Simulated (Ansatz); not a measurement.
```yaml
crystal:
  periodic: [false, false, false]
  atoms:
    - {symbol: O, position_ang: [-1.001044, 0.928869, 1.001603]}
    - {symbol: Ti, position_ang: [0.115048, 0.158886, -0.151283]}
    - {symbol: O, position_ang: [1.751788, 0.150454, 0.563352]}
    - {symbol: O, position_ang: [-0.377603, -1.513804, -0.511389]}
    - {symbol: Cl, position_ang: [0.081099, 1.319607, -2.043068]}
    - {symbol: H, position_ang: [-1.786796, 1.469835, 0.912729]}
    - {symbol: H, position_ang: [2.446350, -0.506798, 0.489346]}
    - {symbol: H, position_ang: [-1.136641, -2.064148, -0.317090]}
basis:
  gaussian: {orbitals: def2-SVPD, final_grid: {core_spheres: 1, valence_spheres: 1, degree: 3}}
hamiltonian: {xc: {name: r2SCAN}}
output: {forces: true}
```

```sh
$ ansatz run in.yaml --threads 4 --pin off --events-out ev --progress --plain --max-ram 10444MiB
```

Shortened log:

```
Functional definition: r2SCAN
1399 factors; their error is unknown
mean field evaluation 1: about -41800.6384 eV, gradient 1.0e2 eV
mean field evaluation 2: about -41332.4245 eV, gradient 4.7e2 eV
mean field evaluation 4: about -41806.8327 eV, gradient 8.2e1 eV
mean field evaluation 8: about -41819.6477 eV, gradient 1.0e0 eV
mean field evaluation 32: about -42024.6402 eV, gradient 1.2e0 eV
a density is far from that of the atoms, so the factors are made again for it
1743 factors; integrals over basis functions are off by at most 9.0e-4 eV
mean field -42024.05473002 eV, -1544.3555264009 hartree, gradient 2.5e-5 eV, S^2 0.000000; 0 other end points of the search recorded, 0 dependent functions left out
reference -42024.05473417 eV, -1544.3555265534 hartree; 33, 33 occupied and 121, 121 virtual orbitals, 1743 factors
Total energy: -42024.05473417 eV, -1544.3555265534 hartree
Atom 0 at    -1.001044     0.928869     1.001603 Å, force   -14.466763    35.081643   -35.656841 eV/Å
Atom 1 at     0.115048     0.158886    -0.151283 Å, force    18.236981   -26.113862    -8.688404 eV/Å
Atom 2 at     1.751788     0.150454     0.563352 Å, force   -15.990442   -30.298195    24.746761 eV/Å
Atom 3 at    -0.377603    -1.513804    -0.511389 Å, force     0.174793     3.748739     1.978511 eV/Å
Atom 4 at     0.081099     1.319607    -2.043068 Å, force     2.592461    -2.097783    11.148740 eV/Å
Atom 5 at    -1.786796     1.469835     0.912729 Å, force    18.259124   -21.663347    23.762475 eV/Å
Atom 6 at     2.446350    -0.506798     0.489346 Å, force    -7.121957    34.943557   -20.465137 eV/Å
Atom 7 at    -1.136641    -2.064148    -0.317090 Å, force    -1.684198     6.399247     3.173894 eV/Å
Dipole moment:    -1.576367    -2.773808    -2.710257 e Å
```

**Question.** Something in this input is off. What?

**Answer.** The integration grid is far too coarse. Self-consistency was reached. The result belongs to that input, not to the molecule as meant.
